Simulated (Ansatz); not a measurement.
This geometry of Ge2H6O (9 atoms, charge 0, multiplicity 1) is a first-order saddle point.

Theory: RKS PBE-D4/def2-SVP in Ansatz.

```xyz
9
Properties=species:S:1:pos:R:3
Ge 0.381 -0.069 -0.688
Ge 1.004 -0.004 1.947
H -0.402 -0.002 2.632
H 1.834 -1.198 2.499
H 1.703 1.326 2.351
H 1.793 0.431 -0.235
O -0.896 1.206 -0.472
H -1.320 1.142 0.405
H 0.007 -1.440 -0.038
```

(1) Which two structures does it join? (They come from a converged band through this point; their orientation in space is the band's.)

(2) How far does it lie above each of them?

Results:

(1) Bonds broken: Ge1–Ge2, Ge1–H6. Bonds formed: Ge2–H6. Ge2H6O becomes GeH2O + GeH4.

First end point:

```xyz
9
Properties=species:S:1:pos:R:3
Ge 0.434 -0.063 -0.128
Ge 1.023 0.027 2.243
H -0.256 -0.128 3.112
H 2.008 -1.111 2.624
H 1.677 1.391 2.587
H 1.646 0.235 -1.045
O -0.722 1.274 -0.527
H -1.519 1.214 0.032
H -0.188 -1.447 -0.497
```

Last end point:

```xyz
9
Properties=species:S:1:pos:R:3
Ge 0.268 0.108 -1.133
Ge 1.298 0.021 2.052
H -0.166 -0.352 2.368
H 2.274 -0.853 2.880
H 1.558 1.525 2.273
H 1.587 -0.256 0.521
O -0.700 1.385 -0.245
H -1.424 0.995 0.281
H -0.592 -1.178 -0.597
```

(2) 1.72 eV above the first and 0.70 eV above the second. This is the barrier of this one path; another mechanism may lie lower. The orbitals stay closed-shell, which can raise the energy where a bond breaks towards radicals; this wasn't checked here.

The run took 77 s on 4 threads of AMD EPYC 7B13 (Zen 3), with other jobs on the host, peak memory 0.19 GiB.
